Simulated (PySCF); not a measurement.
C3H6F2Si, SMILES F[C@@H]1C([SiH3])[C@H]1F.

Geometry optimised at B3LYP-D3(BJ)/def2-SVP. The structure was generated by enumeration; whether it is a known compound was not checked.

The numbers are results of PySCF with M06-2X/def2-TZVP, not measurements.

Isolated molecule, no solvent.

| Property | Result |
|---|---|
| total energy | -607.05142 hartree |
| highest occupied level | -9.58 eV |
| lowest empty level | 1.30 eV |
| orbital gap | 10.87 eV |
| dipole moment | 0.205 e·Å |
| quadrupole, principal values (traceless, Buckingham form, about the centre of nuclear charge) | -7.24, 0.56, 6.67 D·Å |
| mean static polarisability | 60.2 bohr³ (8.92 Å³) |
| polarisability, principal values | 54.5, 57.2, 69.0 bohr³ |
